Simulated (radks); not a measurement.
The nuclear charge of neutral antimony is varied continuously with 51 electrons held in [Kr] 4d10 5s2 5p3. All-electron calculation, scalar-relativistic Kohn-Sham, r2SCAN, spin-polarised, spherical densities, finite nucleus; open shells are filled with parallel spins first (spin-orbit coupling, left out, can overturn this in heavy ions); meta-GGA in the generalised Kohn-Sham scheme; Fermi nuclear charge, rms radius 4.6802 fm. Program: a radial shooting solver on a logarithmic mesh with Libxc functionals. By the Hellmann-Feynman theorem dE/dZ = E(electron-nucleus)/Z, the electronic potential at the nucleus (averaged over a nucleus of fixed radius). The scalar-relativistic energy here is not variational (the density holds large components alone), so the two differ by a part that grows with Z.

Z,E (hartree),E(electron-nucleus)/Z (hartree),HOMO,e(HOMO) (eV),<r> HOMO (bohr)
50.75,-6405.36150,-305.304,5p,-3.885,2.996
51,-6482.21510,-307.397,5p,-5.827,2.852
51.25,-6559.59673,-309.489,5p,-7.919,2.730
51.5,-6637.50630,-311.582,5p,-10.149,2.625
51.75,-6715.94385,-313.674,5p,-12.506,2.533
52,-6794.90955,-315.767,5p,-14.984,2.451

The central difference of E at Z = 51 is -308.470 hartree, to compare with the third column; the second derivative is -8.45 hartree.
